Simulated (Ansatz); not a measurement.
Consider the ligand exchange at the Al–C bond: `[SiH3][CH2][AlH][TeH]` + `N[SiH3]` → `[SiH3][NH][AlH][TeH]` + `C[SiH3]`.

Computed with Ansatz on PBE0-D4/def2-TZVP structures; ΔE is electronic, products minus reactants. CBS: MP2 limit from def2 TZ/QZ plus the TZ coupled-cluster correction, frozen cores. This one scheme is used for every species. Functionals use def2-TZVPP. Elements past krypton have def2 core potentials. For Te outer-core shells are correlated without core-valence functions, which leaves a few kJ/mol of doubt a bond. Each species was taken in one conformer, which may not be the lowest.

```csv
level,ΔE (kJ/mol)
PBE-D4,-82.0
PBE0-D4,-83.0
ωB97M-V,-86.7
B2PLYP,-92.1
CCSD/def2-TZVPP,-91.0
SCS-MP2/def2-QZVPP,-92.1
HF/CBS(def2),-96.7
CCSD/CBS(def2),-89.7
```

**Question.** What does CCSD(T)/CBS give? (Best estimate.)

**Answer.** Computed: -88.9 kJ/mol. The listed levels differ from it by 6.9, 5.9, 2.2, -3.2, -2.1, -3.2, -7.8, -0.8 kJ/mol.

Largest T1 diagnostic among the species: 0.011.

In def2-TZVPP, CCSD(T) changes the Hartree–Fock value by +5.8 kJ/mol (the triples alone add +0.8 kJ/mol) and MP2 by +5.4 kJ/mol.
